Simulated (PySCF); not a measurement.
Series Al-XY, Y = chloro, computed as singlets and as triplets. Isolated molecules, 0 K electronic values unless said otherwise. One relaxed conformer stands for each flexible species; it need not be the lowest. Strings in code marks are SMILES.

Level of theory: PBE-D3(BJ)/def2-TZVPD // PBE0-D3(BJ)/def2-TZVPD in PySCF. 

```csv
species,HOMO (eV)
"X = chloro, multiplicity 1 (`[Cl][Al-][Cl]` (lower singlet))",-0.14
"X = cyano, multiplicity 1 (`[C]([Al-][Cl])#N` (lower singlet))",-0.24
"X = mercapto, multiplicity 1 (`[Al-]([SH])[Cl]` (lower singlet; H–S–Al–Cl torsion 0°))",-0.02
"X = isocyano, multiplicity 1 (`[C-]#[N+][Al-][Cl]` (lower singlet))",-0.31
```
